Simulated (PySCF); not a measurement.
# A search over the determinants of CdN

Unrestricted PBE0; Cd cc-pVDZ-PP with ECP28, N cc-pVDZ; scalar-relativistic core potentials (PySCF 2.14). Outer shells of the fragments: Cd 4d10 5s2; N 2s2 2p3.

Followed along the bond (rough minima from three points):

| 2Ms+1 | unpaired | ⟨S²⟩ at the start | R at minimum (Å) | Te (eV) |
| --- | --- | --- | --- | --- |
| 4 | σ ↑, π ↑↑ | 3.77 | 2.45 | 0.00 |
| 2 | σ ↓, π ↑↑ | 1.76 | 2.20 | 0.60 |
| 2 | σ ↑, π ↑↓ | 1.76 | 2.26 | 0.92 |
| 2 | π ↑ | 1.11 | 2.01 | 1.16 |

Solutions found at the starting distance of 2.055 Å, counted from the lowest of them; the search is not exhaustive and high or unbound solutions are not listed, so other states can lie among these:

| 2Ms+1 | unpaired | term | E (eV) | ⟨S²⟩ | ⟨Lz²⟩ | μ (D) |
| --- | --- | --- | --- | --- | --- | --- |
| 4 | σ ↑, π ↑↑ | ⁴Σ⁻ | 0.00 | 3.77 | 0.00 | -0.85 |
| 2 | σ ↓, π ↑↑ | mixed | 0.45 | 1.76 | 0.00 | -1.43 |
| 2 | σ ↑, π ↑↓ | mixed | 0.81 | 1.76 | 2.01 | -1.19 |
| 2 | π ↑ | mixed | 0.95 | 1.11 | 1.01 | -3.64 |
| 4 | σ ↑↑, π ↑ | ⁴Π | 2.08 | 3.76 | 1.02 | -2.60 |
| 2 | σ ↑ | mixed | 2.51 | 0.76 | 2.00 | -1.27 |

A term symbol is given only where ⟨S²⟩ and ⟨Lz²⟩ are close to those of a pure state; real π, δ and φ orbitals otherwise mix terms. A positive dipole means Cd(−)N(+).

Q: Compare the gap between the two lowest followed solutions at the starting distance with the gap between their minima.

A: At PBE0 the second solution (Ms = 0.5 of mixed spin, unpaired electrons σ ↓, π ↑↑) lies +0.45 eV from the first (quartet, unpaired electrons σ ↑, π ↑↑) at 2.055 Å and +0.60 eV at the minima; the two curves relax by different amounts, since their minima lie near 2.20 and 2.45 Å.

Spin–orbit coupling is left out.
